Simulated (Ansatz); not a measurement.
Reaction (isomerisation): `N[SiH](Br)CO` → `N[SiH](O)CBr`

Isolated molecules relaxed with PBE0-D4/def2-TZVP in Ansatz; ΔE leaves out vibrations. CCSD(T)/CBS is the MP2 limit (def2-TZVPP, def2-QZVPP) plus CCSD(T) − MP2 in def2-TZVPP, frozen cores. DFT in def2-TZVPP. For Br outer-core shells are correlated without core-valence functions, which leaves a few kJ/mol of doubt a bond. Scalar relativity is left out up to krypton. One conformer a species, not always the lowest.

`N[SiH](Br)CO`:

Cartesian coordinates in Å:
```
N 0.696 1.564 -0.435
Si -0.124 0.127 -0.822
Br 1.230 -1.544 -1.527
C -0.887 -0.569 0.748
O 0.129 -0.897 1.687
H 1.226 1.594 0.423
H 1.128 2.125 -1.152
H -1.056 0.375 -1.945
H -1.539 -1.426 0.532
H -1.510 0.199 1.216
H 0.708 -1.548 1.275
```

`N[SiH](O)CBr`:

Cartesian coordinates in Å:
```
N 1.103 1.279 0.124
Si 0.199 0.021 -0.569
O 1.066 -1.373 -0.705
C -1.316 -0.240 0.510
Br -0.794 -0.540 2.365
H 1.257 1.278 1.121
H 1.884 1.682 -0.367
H -0.263 0.431 -1.924
H 0.729 -2.059 -1.282
H -1.899 -1.112 0.215
H -1.967 0.633 0.513
```

```
        level  ΔE (kcal/mol)
         PBE0           -8.3
MP2/CBS(def2)          -11.8
```

Question: What does CCSD(T)/CBS give? (An estimate is asked.)

Answer: Computed: -11.2 kcal/mol. The listed levels differ from it by 2.9, -0.6 kcal/mol.

Largest T1 diagnostic among the species: 0.009.
